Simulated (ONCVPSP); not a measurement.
## Before and after: ONCV potential for gallium

- Element: gallium (Ga)
- Generator: ONCVPSP 4.0.1
- Type: optimised norm-conserving Vanderbilt (ONCV)
- Functional: PBE
- Relativity: scalar-relativistic
- Frozen core: [Ar] 3d10
- Valence charge: 3
- Reference configuration: 4s1.5 (charge +1.5)
- Partial waves: 4s: rc 1.50 bohr, ncon 4, nbas 7, qcut 3.6 1/bohr, 2 projectors, debl 3.2 Ha; p scattering state at 0.32 Ha: rc 1.30 bohr, ncon 4, nbas 8, qcut 5.9 1/bohr, 2 projectors, debl 0.7 Ha
- Local potential: polynomial inside 0.85 bohr (lpopt 5, dvloc0 4 Ha)
- Core correction: Teter function, fcfact 5, rcfact 1

Change: core correction Teter function, fcfact 7.2, rcfact 1.

Cutoffs: the cutoffs (Ha) at which the residual kinetic energy of the hardest occupied pseudo-wave falls to 1 and 0.1 mHa per electron; they do not see the model core or the augmentation charge, which bear on the density cutoff. Errors are all-electron minus pseudo energies relative to the spin-unpolarised reference configuration.

Question: How do hardness, ghosts and transferability respond?

Answer: The potential gets neither clearly harder nor softer (11 Ha and 47 Ha → 11 Ha and 47 Ha); both files keep a bound ghost (p, s); the errors of the 4 common tests hardly move. A model core, the more so a compact one, raises the density cutoff, which this test does not measure.

```tsv
quantity	base	changed
cutoff, loose	11 Ha	11 Ha
cutoff, tight	47 Ha	47 Ha
bound ghosts	p, s	p, s
GHOST(+) flags under 300 eV	none	none
error for 4s2 4p1, meV [ΔE -15.03 eV]	+68	+69
error for 4s2, meV [ΔE -9.35 eV]	+12	+11
error for 4s1, meV [ΔE 11.78 eV]	+25	+23
error for 4s0 4p3, meV [ΔE -1.66 eV]	+226	+205
s: phases at 1.52 bohr within 0.05 rad from the reference energy up to (Ha; the scan ends near 5)	n/a	n/a
p: phases at 1.32 bohr within 0.05 rad from the reference energy up to (Ha; the scan ends near 5)	to the end of the scan	to the end of the scan
rms error of d²Exc/dni dnj with the model core, mHa	20.36	19.50
```

 A true bound ghost makes a file unfit for plane-wave use even where its test errors are small: the radial tests pick states by their node count and pass the ghost by.
